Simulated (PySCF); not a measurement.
C3HF4, multiplicity 2. Atoms are numbered in the order given.

```xyz
8

C      1.2243    -1.6489     0.0000
C      0.1038    -0.9661     0.0000
F     -1.1110    -1.5242     0.0000
C      0.0168     0.5489     0.0000
F     -0.6400     0.9868    -1.0808
F     -0.6400     0.9868     1.0808
F      1.2393     1.0924     0.0000
H      2.2958    -1.4806     0.0000
```
Charge 0, spin multiplicity 2.

The structure is a stationary point at B3LYP-D3(BJ)/def2-SVP. The isomer is the one that the SMILES or the coordinates give; other isomers of the formula were not compared.

These are PBE/def2-TZVP (PySCF) values and carry that method's errors.

ESP charges are fitted to the potential on shells at 1.4 to 2.0 van der Waals radii. Atomic charges (e):

```tsv
atom	ESP fit	Löwdin	meta-Löwdin	Mulliken	Mulliken spin
C1	-0.21	(withheld)	-0.15	-0.19	0.99
C2	0.11	(withheld)	0.20	0.12	-0.05
F3	-0.08	0.24	-0.22	-0.13	0.02
C4	0.31	(withheld)	0.73	0.37	0.04
F5	-0.11	0.23	-0.24	-0.12	0.01
F6	-0.11	0.23	-0.24	-0.12	0.01
F7	-0.12	0.23	-0.25	-0.13	0.00
H8	0.21	0.14	0.17	0.18	-0.01
```

### Question
Some entries are withheld; supply them. (The exact figures need the calculation; the answer reports its results.)

### Answer

- C1, Löwdin: 0.00
- C2, Löwdin: -0.36
- C4, Löwdin: -0.71

### Question
Give the Mayer and Wiberg (Löwdin basis) orders of the bonds. (The exact figures need the calculation; the answer reports its results.)

### Answer

| bond | Mayer | Wiberg |
|---|---|---|
| C1–C2 | 1.95 | 2.25 |
| C2–F3 | 1.08 | 1.75 |
| C2–C4 | 0.98 | 1.07 |
| C4–F5 | 1.18 | 1.79 |
| C4–F6 | 1.18 | 1.79 |
| C4–F7 | 1.18 | 1.78 |
| C1–H8 | 0.93 | 0.92 |
